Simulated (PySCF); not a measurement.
# CeH₃⁺: one-bond stretch

Computed with PBE0 in PySCF with Ce def2-TZVP with ECP28, H def2-TZVP; scalar-relativistic core potentials, no spin–orbit coupling; density-fitted integrals.

Rigid scan from the singlet minimum (Ce–H 1.901 Å (×3); H–Ce–H 109.9° (×3)). Coordinate: the bond from Ce to the last atom (H) scaled, the rest fixed. Energies in kJ/mol from the minimum.

Q: Predict the curve at 0.92, 0.96, 1.00, 1.05, 1.12, 1.20, 1.35, 1.55, 1.80, 2.20.

A: 
```tsv
scale of one bond	E (kJ/mol)	dipole size (D, about the centre of mass)
0.92	12.4	2.50
0.96	2.9	2.53
1.00	0.0	2.57
1.05	3.7	2.63
1.12	18.5	2.73
1.20	44.0	2.82
1.35	101.1	2.88
1.55	173.5	–
1.80	242.1	–
2.20	304.0	–
```

At long bonds a restricted determinant can lie too high, and another spin state can fall below this curve.
